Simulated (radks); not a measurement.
Neutral potassium inside a hard spherical wall (all orbitals vanish at R), configuration held at [Ar] 4s1 and not refilled when levels cross. Method: scalar-relativistic Kohn-Sham, PBEsol, spin-polarised, spherical densities, finite nucleus; open shells are filled with parallel spins first; Fermi nuclear charge, rms radius 3.4349 fm; computed with a radial shooting solver on a logarithmic mesh with Libxc functionals. Eigenvalues in eV for spin up, with the zero of energy where the potential of the charges vanishes at infinity; a dash marks a level that is unbound or too diffuse for the functional's potential to be trusted. A positive occupied level is held by the wall or, in an anion where self-interaction has pushed it up, behind a barrier. The pressure on the wall is -dE/dV.

R (bohr)  E (hartree)  kinetic (hartree)    e(2p)    e(3s)    e(3p)   e(4s)  e(4p, empty)  e(5s, empty)  pressure (GPa)
free       -601.29018            604.801  -279.80  -35.189  -18.734  -2.543        -0.947             -               0
15         -601.29009            604.802  -279.79  -35.175  -18.720  -2.534        -0.904         0.579        0.000746
10         -601.28590            604.828  -279.50  -34.892  -18.442  -2.306        -0.375         3.431          0.0743
6          -601.20777            605.100  -277.81  -33.312  -16.919   0.455         4.067        18.519            4.19
5          -601.10239            605.430  -276.56  -32.260  -15.916   3.683         8.568        31.741            15.5
3.5        -600.39978            607.809  -270.10  -27.711  -11.304  21.326        29.995        87.288             214
2          -591.32539            635.278  -222.81    8.044   28.001  157.52        169.92        396.16           11800
